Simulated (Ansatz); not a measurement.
Ansatz results at the PBE0-D4/def2-TZVP geometry: size of the dipole moment (PBE/def2-TZVPP) 1.70 D; zero-point energy (PBE0-D4/def2-TZVP) 94.5 kJ/mol; size of the dipole moment (B3LYP/def2-TZVPP) 1.68 D.

Each molecule was computed in one conformer, which needn't be the lowest.

Q: Which molecule gave them?
A. `C=C[CH2][GaH][Cl]`
B. `C[S][Ga]([Cl])[Cl]`
C. `[CH3][GaH][SH]`
D. `[NH2][Ga]([SH])[Cl]`

A: D. The others give `[CH3][GaH][SH]`: 1.88, 136.4, 1.91; `C=C[CH2][GaH][Cl]`: 2.43, 204.6, 2.52; `C[S][Ga]([Cl])[Cl]`: 2.45, 109.9, 2.45.

B3LYP here is the variant with VWN-RPA as its local correlation; programs differ in this.
